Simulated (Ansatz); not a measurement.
H3BN, SMILES `[BH-]N` (lower singlet) (charge -1, multiplicity 1). This singlet lies 1.18 eV below the relaxed triplet at the level frozen-core CCSD(T)/aug-cc-pVTZ // PBE0-D3(BJ)/def2-TZVPD (Ansatz, a quantum-chemistry and plane-wave program).

Z-matrix (Å, degrees):
```
N
H 1 1.0023
H 1 1.0232 2 112.11
B 1 1.4229 2 122.09 3 -179.98
H 4 1.2374 1 107.33 2 179.78
```
Charge -1, spin multiplicity 1.

Frozen-core energies in aug-cc-pVTZ from Ansatz at a geometry from PBE0-D3(BJ)/def2-TZVPD; the HF reference has <S^2> = 0.00 (restricted, and unstable towards unrestricted orbitals) and the T1 diagnostic is 0.026.

```json
[
 {"level": "HF", "energy (Ha)": "-80.83098"},
 {"level": "MP2", "energy (Ha)": "-81.17656"},
 {"level": "CCSD", "energy (Ha)": "-81.19624"}
]
```

Question: Estimate the energies of CCSD(T), CCSDT and CCSDT(Q), and give each level's difference from CCSDT(Q).

Answer: 
```csv
level,energy (Ha),difference from CCSDT(Q) (mHa)
MP2,-81.17656,37.96
CCSD,-81.19624,18.29
CCSD(T),-81.21283,1.69
CCSDT,-81.21343,1.09
CCSDT(Q),-81.21453,0.00
```
